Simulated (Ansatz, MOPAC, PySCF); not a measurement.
Species: C₂F₃, net charge 1, singlet state. SMILES of the parent species: F[C]=C(F)F
Structure (B3LYP-D3(BJ)/def2-TZVP (Ansatz, a first-principles code) minimum search):
```
C
F 1 1.2638
F 1 1.2638 2 117.30
C 1 1.4246 2 119.18 3 156.45
F 4 1.2298 1 129.59 2 102.00
```
Charge +1, spin multiplicity 1.

Unscaled harmonic wavenumbers (cm⁻¹) in rising order, each level at the stationary point that it reaches from this structure (no distance between atoms moves by over 0.3 Å); the order of modes can differ between levels, and a negative number is imaginary. B3LYP-D3(BJ)/def2-TZVP (PySCF, at the structure above): 158, 296, 467, 480, 621, 815, 1373, 1474, 1679.

AM1 (MOPAC): 150, 285, 405, 438, 686, 764, 1455, 1554, 1610. Zero-point energy 10.5 against 10.5 kcal/mol; where all levels lie over 400 cm⁻¹, the wavenumbers are on average 0.985 times those of B3LYP-D3(BJ)/def2-TZVP.

HF/3-21G (Ansatz): 89, 189, 479, 613, 726, 854, 1410, 1554, 2228. Zero-point energy 11.6 against 10.5 kcal/mol; where all levels lie over 400 cm⁻¹, the wavenumbers are on average 1.133 times those of B3LYP-D3(BJ)/def2-TZVP.
